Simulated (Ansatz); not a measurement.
HfTe₂⁺. Total charge 1; doublet. Geometry B3LYP-D4/def2-TZVP.

```xyz
3

Hf   -0.5025   -1.0524   -0.2628
Te   -1.1846    1.4016   -0.6283
Te    1.6871   -0.3492    0.8910
```

In the def2 sets Hf, Te take a core potential; there is no spin–orbit coupling. HSE06 is defined as in plane-wave codes, on full-range PBE exchange. Another isomer (doublet) lies 0.05 eV lower at PBE0-D4/def2-TZVP.

Task: Estimate the α-spin orbital energies around the gap (eV) in Ansatz with PBE-D4/def2-SVP, revPBE-D4/def2-TZVP, PBE0-D4/def2-SVP, PBE0-D4/def2-TZVP, HSE06-D4/def2-TZVP.

Result: 
| orbital | PBE-D4/def2-SVP | revPBE-D4/def2-TZVP | PBE0-D4/def2-SVP | PBE0-D4/def2-TZVP | HSE06-D4/def2-TZVP |
| --- | --- | --- | --- | --- | --- |
| HOMO−9 | -39.56 | -39.52 | -42.33 | -42.29 | -41.85 |
| HOMO−8 | -39.35 | -39.29 | -42.12 | -42.06 | -41.63 |
| HOMO−7 | -19.99 | -19.81 | -21.81 | -21.67 | -21.26 |
| HOMO−6 | -19.57 | -19.40 | -21.34 | -21.21 | -20.81 |
| HOMO−5 | -12.06 | -11.88 | -13.06 | -12.93 | -12.56 |
| HOMO−4 | -11.69 | -11.55 | -12.78 | -12.68 | -12.29 |
| HOMO−3 | -11.23 | -11.07 | -12.27 | -12.15 | -11.77 |
| HOMO−2 | -10.93 | -10.81 | -11.88 | -11.81 | -11.43 |
| HOMO−1 | -10.62 | -10.47 | -11.51 | -11.41 | -11.03 |
| HOMO | -10.02 | -9.91 | -10.97 | -10.89 | -10.52 |
| LUMO | -8.85 | -8.61 | -8.02 | -7.95 | -8.32 |
| LUMO+1 | -8.03 | -7.91 | -7.27 | -7.22 | -7.60 |
| LUMO+2 | -7.77 | -7.71 | -7.05 | -7.07 | -7.44 |
| LUMO+3 | -7.64 | -7.51 | -6.91 | -6.83 | -7.20 |
| LUMO+4 | -6.83 | -6.84 | -6.26 | -6.32 | -6.68 |
| LUMO+5 | -6.72 | -6.74 | -6.06 | -6.11 | -6.48 |
| β HOMO | -10.49 | -10.35 | -11.35 | -11.25 | -10.87 |
| β LUMO | -9.35 | -9.18 | -8.65 | -8.56 | -8.92 |
